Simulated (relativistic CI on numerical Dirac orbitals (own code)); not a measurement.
## Hyperfine structure of Pd43+, mass number 105

Method of calculation: Dirac-Coulomb-Breit CI, separate exchange-only KLI orbitals for each configuration, QED by a radiative potential, unscaled Slater integrals (own radial code, finite nucleus).

Configurations in the expansion (outside the closed core 1s2): 2s, 2p, 3s, 3p, 3d, 4s, 4p, 4d, 4f, 5s, 5p, 5d, 5f, 5g. Levels of other configurations are missing.

Nuclear spin I = 5/2, μ = -0.642 μN, Q = 0.66 b (tables of Stone and Pyykkö). The electronic factors are computed for point nuclear moments, without core polarisation or the Bohr-Weisskopf and QED corrections.

```
     Level  E (10³ cm⁻¹)  A (GHz)  B (GHz)
 2s 2S_1/2           0.0   -944.8         
2p 2P°_1/2         781.2   -302.2         
2p 2P°_3/2        2283.0   -49.56      242
 3s 2S_1/2       31447.0   -279.6         
3p 2P°_1/2       31663.2    -91.4         
3p 2P°_3/2       32108.8   -15.02       74
 3d 2D_3/2       32182.0   -8.635     14.3
 3d 2D_5/2       32319.9   -3.592     19.1
```

Levels with J = 0, under 50 % of one LS term, or S terms without an open s electron are left out. Small factors come from cancelling terms and can be off by tens of per cent or more.

At this charge energies of transitions that change n are usually good to better than 1 %, and those within a shell (Δn = 0) to a few per cent.

Give the hyperfine levels of 2s 2S_1/2 relative to its centre of gravity.

With K = F(F + 1) − I(I + 1) − J(J + 1), E = AK/2: F = 2: 1653, F = 3: -1181 GHz.
